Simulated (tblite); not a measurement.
C₃H₃Br₂FSi.
SMILES with atom numbers: `[F:1][Si@H:2]([Br:3])[C:4]#[C:5][CH2:6][Br:7]` (hydrogens: H8 on Si2; H9, H10 on C6)

Computed with GFN2-xTB (tblite), gas phase: L-BFGS steps from a force-field or distance-geometry start until the largest atomic force falls under 0.01 eV/Å.

Step 4: E = -615.5946 eV
```
atom  x, y, z in Å  |  force x, y, z in eV/Å
F1      2.7519   -0.5857   -1.5321   -0.025  -0.019   0.024
Si2     2.2071    0.3028   -0.3193   -0.011   0.052   0.099
Br3     3.2666   -0.3960    1.4878   -0.045  -0.040  -0.047
C4      0.4048    0.0043   -0.1207   -0.125  -0.046   0.005
C5     -0.7772   -0.1833    0.0329   -0.060  -0.075  -0.003
C6     -2.1916   -0.3786    0.1967   -0.004   0.115   0.088
Br7    -3.1354    1.3652    0.3402    0.072  -0.041  -0.015
H8      2.5570    1.6764   -0.5668    0.031   0.063  -0.060
H9     -2.6404   -0.8840   -0.6561    0.056  -0.025  -0.106
H10    -2.4339   -0.9163    1.1149    0.111   0.015   0.015
```

Step 5: E = -615.5963 eV
```
atom  x, y, z in Å  |  force x, y, z in eV/Å
F1      2.7503   -0.5843   -1.5289   -0.017  -0.038  -0.003
Si2     2.2043    0.3031   -0.3169    0.012   0.102   0.055
Br3     3.2644   -0.3965    1.4845   -0.019  -0.056   0.007
C4      0.4037    0.0033   -0.1209   -0.119  -0.043   0.007
C5     -0.7776   -0.1859    0.0327   -0.065  -0.048   0.002
C6     -2.1915   -0.3772    0.1971   -0.016   0.073   0.064
Br7    -3.1343    1.3654    0.3399    0.070  -0.034  -0.013
H8      2.5578    1.6762   -0.5682    0.019   0.049  -0.051
H9     -2.6377   -0.8837   -0.6574    0.045  -0.017  -0.081
H10    -2.4306   -0.9158    1.1155    0.090   0.013   0.014
```

Step 6: E = -615.5984 eV
```
atom  x, y, z in Å  |  force x, y, z in eV/Å
F1      2.7475   -0.5831   -1.5240   -0.023  -0.031  -0.001
Si2     2.2005    0.3059   -0.3125    0.007   0.114  -0.039
Br3     3.2611   -0.3986    1.4803    0.014  -0.072   0.076
C4      0.4003    0.0010   -0.1210   -0.039  -0.021   0.004
C5     -0.7799   -0.1905    0.0325   -0.036   0.006   0.006
C6     -2.1927   -0.3741    0.1983   -0.033  -0.034  -0.004
Br7    -3.1310    1.3650    0.3393    0.049   0.000  -0.008
H8      2.5595    1.6773   -0.5716    0.001   0.029  -0.035
H9     -2.6325   -0.8832   -0.6605    0.022   0.004  -0.015
H10    -2.4238   -0.9150    1.1169    0.038   0.006   0.017
```

Task: Estimate the geometry and energy of step 7. (The exact step hangs on the optimiser's Hessian estimate; all steps are aligned on step 6, rigid shifts and turns removed.)

Result: E = -615.5992 eV, largest force 0.092 eV/Å
```
atom  x, y, z in Å  |  force x, y, z in eV/Å
F1      2.7461   -0.5832   -1.5224   -0.030  -0.015   0.012
Si2     2.1993    0.3084   -0.3117   -0.007   0.075  -0.049
Br3     3.2602   -0.4007    1.4803    0.008  -0.062   0.068
C4      0.3985   -0.0001   -0.1210    0.006  -0.007   0.001
C5     -0.7815   -0.1921    0.0326   -0.008   0.025   0.003
C6     -2.1940   -0.3733    0.1987   -0.014  -0.064  -0.023
Br7    -3.1289    1.3646    0.3389    0.034   0.018  -0.005
H8      2.5602    1.6787   -0.5736   -0.002   0.028  -0.030
H9     -2.6303   -0.8830   -0.6620    0.003   0.003   0.004
H10    -2.4207   -0.9146    1.1177    0.011  -0.002   0.018
```

The energy changes by -0.0007 eV. The first-order estimate −F·Δx gives -0.0010 eV and the mean of the old and new forces, exact on a quadratic surface, -0.0007 eV. The step makes an angle of 49° with the force vector and moves no atom by more than 0.003 Å.

What follows is the cost of the whole relaxation. Time: 0.48 s. Hardware: Arm Neoverse N1, one thread, no GPU, shared host with 64 logical CPUs at a one-minute load of 60.
